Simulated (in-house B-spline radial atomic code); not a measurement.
**Ionising Rb4+ with different functionals**

Computed with an all-electron radial atomic-structure program (B-spline basis): non-relativistic Hamiltonian, point nucleus, spin-polarised at highest spin, spherical fractional occupations for the functionals, the average over the highest-spin determinants for Hartree-Fock. The ionisation energy is the difference of two self-consistent energies, [Ar] 3d10 4s2 4p3 → [Ar] 3d10 4s2 4p2, without Breit or QED terms; ε is the level of the shell that loses the electron (its least bound occupied spin orbital). There is no spin-orbit coupling in this Hamiltonian.

Hybrids are left out here: with spherical fractional occupations of an open shell their exact exchange keeps a self-interaction that integer-occupation calculations don't have.

```csv
method,rung,ΔSCF (eV),-ε(4p) (eV)
Hartree-Fock,Hartree-Fock,68.55,68.96
LDA VWN5,LDA,69.01,61.94
LDA PW92,LDA,69.00,61.93
LDA exchange-only,LDA,67.76,60.74
PBE,GGA,68.93,61.91
PBEsol,GGA,68.93,61.89
BLYP,GGA,68.66,61.58
RPBE,GGA,68.92,61.91
PW91,GGA,69.02,61.98
BP86,GGA,68.99,61.95
AM05,GGA,68.91,61.86
OLYP,GGA,69.10,62.05
TPSS,meta-GGA,69.14,62.16
SCAN,meta-GGA,69.62,62.71
r2SCAN,meta-GGA,69.58,62.66
M06-L,meta-GGA,69.18,62.51
revTPSS,meta-GGA,69.17,62.19
```

**Question.** How do they compare with the NIST value?

**Answer.** NIST lists 68.4 eV ± 0.15 (tabulated theory, ground level to ground level). Errors run from -0.68 to +1.18 eV; Hartree-Fock is closest (+0.11 eV), though others lie within the uncertainty of it, and part of that can be cancellation, since the calculations leave out relativity, Breit-QED terms, multiplet and fine-structure energies. Hartree-Fock also lacks correlation.
